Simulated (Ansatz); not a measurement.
`F[SiH](F)S[SiH3]`. Charge 0, multiplicity 1. All single points use the PBE0-D4/def2-TZVP geometry. It is one conformer, not always the lowest.

```xyz
9

F     0.628   -0.189    1.905
Si    1.405    0.420    0.662
F     2.196   -0.795    0.020
S     0.065    1.280   -0.704
Si   -1.419   -0.285   -0.730
H     2.376    1.422    1.125
H    -2.374   -0.106    0.387
H    -0.760   -1.609   -0.636
H    -2.116   -0.138   -2.029
```

Q: What is the dipole moment at PBE/def2-TZVPP? (Estimate.)

A: The calculation gave: 0.86 D, with components (-0.69, 0.39, -0.33) D in this frame, pointing from negative to positive charge.

Q: And with r2SCAN, B3LYP, ωB97M-V? (Estimate.)

A: Ansatz gave: r2SCAN 0.86 D, B3LYP 0.91 D, ωB97M-V 0.90 D.

Q: Give the Mulliken charges with PBE, B3LYP, r2SCAN in def2-TZVPP. (Best estimate.)

A: The calculation gave: 
```json
{"atom": "F1", "PBE": "-0.26", "B3LYP": "-0.30", "r2SCAN": "-0.30"}
{"atom": "Si2", "PBE": "0.68", "B3LYP": "0.78", "r2SCAN": "0.79"}
{"atom": "F3", "PBE": "-0.25", "B3LYP": "-0.30", "r2SCAN": "-0.30"}
{"atom": "S4", "PBE": "-0.26", "B3LYP": "-0.31", "r2SCAN": "-0.32"}
{"atom": "Si5", "PBE": "0.24", "B3LYP": "0.31", "r2SCAN": "0.34"}
{"atom": "H6", "PBE": "-0.07", "B3LYP": "-0.07", "r2SCAN": "-0.07"}
{"atom": "H7", "PBE": "-0.03", "B3LYP": "-0.04", "r2SCAN": "-0.05"}
{"atom": "H8", "PBE": "-0.02", "B3LYP": "-0.03", "r2SCAN": "-0.04"}
{"atom": "H9", "PBE": "-0.03", "B3LYP": "-0.04", "r2SCAN": "-0.05"}
```

B3LYP here is the variant with VWN-RPA as its local correlation; programs differ in this.
